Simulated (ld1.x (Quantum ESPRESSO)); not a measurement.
**Before and after: TM potential for silver**

```json
{
 "Element": "silver",
 "Generator": "ld1.x (Quantum ESPRESSO) 7.5",
 "Type": "norm-conserving Troullier–Martins (Kleinman–Bylander form)",
 "Functional": "PBE",
 "Relativity": "non-relativistic",
 "Frozen core": "[Kr]",
 "Valence charge": "11",
 "Reference configuration": "4d10 5s0.75 5p0 (charge +0.25)",
 "Partial waves": "5p (bound, empty): rc 2.40 bohr; 4d (bound): rc 1.10 bohr; 5s (bound): rc 2.80 bohr",
 "Local potential": "the s channel",
 "Core correction": "Bessel-smoothed model core inside 0.55 bohr"
}
```

Change: wave 5s (bound): rc 2.80 bohr becomes 5s (bound): rc 2.00 bohr.

Cutoffs: the cutoffs (Ry, on a coarse ladder) from which the occupation-weighted sum of valence levels, in a spherical-Bessel basis at the reference potential, stays within 10 and 1 mRy of its value at 400 Ry; they do not see the model core or the augmentation charge, which bear on the density cutoff. Errors are all-electron minus pseudo energies relative to the spin-unpolarised reference configuration.

Q: What does the change do?

A: The potential gets neither clearly harder nor softer (90 Ry and 100 Ry → 90 Ry and 100 Ry); the d channel sets the loose cutoff, while the largest relative change is in s, which becomes harder; the errors of the 7 common tests hardly move; neither file shows a bound ghost.

| quantity | base | changed |
| --- | --- | --- |
| cutoff, loose | 90 Ry | 90 Ry |
| cutoff, tight | 100 Ry | 100 Ry |
| loose cutoff by channel (10 mRy a level) | d 70 Ry, s 6 Ry | d 70 Ry, s 8 Ry |
| bound ghosts | none | none |
| error for 4d10 5s1 5p0, meV [ΔE -1.19 eV] | -0.3 | -0.4 |
| error for 4d10 5s0 5p0, meV [ΔE 6.00 eV] | -6.1 | -5.5 |
| error for 4d9 5s0 5p0, meV [ΔE 28.42 eV] | -183 | -170 |
| error for 4d9 5s1 5p0, meV [ΔE 12.49 eV] | -154 | -151 |
| error for 4d9 5s1 5p1, meV [ΔE 7.93 eV] | -187 | -183 |
| error for 4d10 5s0.5 5p0, meV [ΔE 1.58 eV] | -0.5 | -0.4 |
| error for 4d8 5s0 5p0, meV [ΔE 65.08 eV] | -926 | -880 |
